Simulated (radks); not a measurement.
The germanium ion Ge18+, configuration [Ne] 3s2 3p2. All-electron calculation, Dirac Kohn-Sham, BLYP, spin-unpolarised, spherical densities, finite nucleus; open shells fill j = l - 1/2 first; Fermi nuclear charge, rms radius 4.0742 fm. Program: a radial shooting solver on a logarithmic mesh with Libxc functionals.

Unscreened Slater integrals over Kohn-Sham orbitals (cm^-1). Large and small components are both included. Empty in this configuration: 3p3/2.

F0(3p1/2,3p1/2): 382500
F0(3p1/2,3s1/2): 376700
G1(3p1/2,3s1/2): 245370
F0(3p1/2,2p3/2): 507220
G2(3p1/2,2p3/2): 53094
F0(3p1/2,2p1/2): 508970
G0(3p1/2,2p1/2): 50299
F0(3p1/2,3p3/2): 380410
G2(3p1/2,3p3/2): 191970
F0(3s1/2,3s1/2): 372030
F0(3s1/2,2p3/2): 488250
G1(3s1/2,2p3/2): 48509
F0(3s1/2,2p1/2): 489640
G1(3s1/2,2p1/2): 48721
F0(3s1/2,3p3/2): 374770
G1(3s1/2,3p3/2): 245430
F0(2p3/2,2p3/2): 1097000
F2(2p3/2,2p3/2): 520380
F0(2p3/2,2p1/2): 1107600
G2(2p3/2,2p1/2): 519550
F0(2p3/2,3p3/2): 502540
F2(2p3/2,3p3/2): 122640
G0(2p3/2,3p3/2): 49242
G2(2p3/2,3p3/2): 53351
F0(2p1/2,2p1/2): 1118700
F0(2p1/2,3p3/2): 504250
G2(2p1/2,3p3/2): 53047
F0(3p3/2,3p3/2): 378370
F2(3p3/2,3p3/2): 191340
